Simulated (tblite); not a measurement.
Compound: C2H4F2NO4S2 (charge -1).
Cartesian coordinates in Å at the GFN2-xTB level; atoms count from 1:
```
atom  x, y, z in Å
C1    -2.0942   -0.6753    0.7132
S2    -0.3218   -1.0656    0.8210
O3     0.0759   -1.6102   -0.4648
O4    -0.1773   -1.9785    1.9327
N5     0.4237    0.3055    1.1555
S6     0.5375    1.2717   -0.0786
O7     1.0751    2.5455    0.3189
O8    -0.6528    1.3309   -0.9008
C9     1.8175    0.4971   -1.2103
F10    2.9978    0.3736   -0.5658
F11    2.0477    1.3072   -2.2714
H12   -2.6109   -1.5755    0.4078
H13   -2.1829    0.1120   -0.0229
H14   -2.4094   -0.3496    1.6948
H15    1.4698   -0.4808   -1.5513
```

Computed with GFN2-xTB (tblite): harmonic, unscaled wavenumbers at the GFN2-xTB geometry, gas phase. Against measured fundamentals such values can be off by several per cent, at times by over 20. One conformer, not necessarily the lowest.

Harmonic wavenumbers (cm⁻¹): 37.7, 62.4, 103.6, 148.3, 163.4, 173.8, 176.4, 217.7, 260.0, 300.7, 316.3, 347.6, 370.4, 465.4, 485.6, 507.5, 512.2, 547.3, 653.2, 692.6, 826.4, 850.8, 870.2, 1002.5, 1044.5, 1066.1, 1095.1, 1119.3, 1159.3, 1203.2, 1227.5, 1234.0, 1240.6, 1429.1, 1433.0, 2975.2, 3056.5, 3081.6, 3089.8.

A = 1547, B = 666.9, C = 597.9 MHz; mass 207.955 u (most abundant isotopes); point group C1, symmetry number 1.

Zero-point energy?

Half the sum of the wavenumbers: 17773 cm⁻¹ = 50.82 kcal/mol.

Entropy at 350 K, 1 bar (ideal gas, RRHO, classical rotation)?

Translation 42.72, rotation 31.11, vibration 42.89: S = 116.7 cal/(mol K).

And Cp and H(350 K) − H(0)?

Cp = 48.12 cal/(mol K), of which vibrations give 40.17 (their classical limit is 39 R = 77.5); H(350 K) − H(0) = 10.52 kcal/mol without the zero-point energy, 7.74 from vibrations.

Which modes carry the vibrational entropy at 350 K?

37.7 cm⁻¹: 5.69; 62.4 cm⁻¹: 4.70; 103.6 cm⁻¹: 3.70; 148.3 cm⁻¹: 3.00; 163.4 cm⁻¹: 2.81; 173.8 cm⁻¹: 2.70 cal/(mol K); the other 33 give 20.29 together.

Blend soft modes into free rotors: weight 1/[1 + (100 cm⁻¹/ν̃)⁴] for the oscillator and the rest for a rotor with moment μB/(μ + B), μ = h/(8π²ν), B = 10⁻⁴⁴ kg m². What vibrational entropy results?

39.69 cal/(mol K) in place of 42.89, which changes −T·S at 350 K by +1.12 kcal/mol.

What must be added to the electronic energy to get the Gibbs energy at 350 K and 1 bar?

ZPE + [H(350 K) − H(0)] − T·S = 50.82 + 10.52 − 40.85 = 20.49 kcal/mol.

Hindered rotation and anharmonicity are outside this model. Other conformers, if any are populated, would add a mixing term that is left out. The structure is chiral; the term R ln 2 for an equal mix with its mirror image is left out.

Hardware: Intel Xeon Platinum 8488C, one thread (shared host). Cost: 0.69 s. The figure is for the frequency step alone.
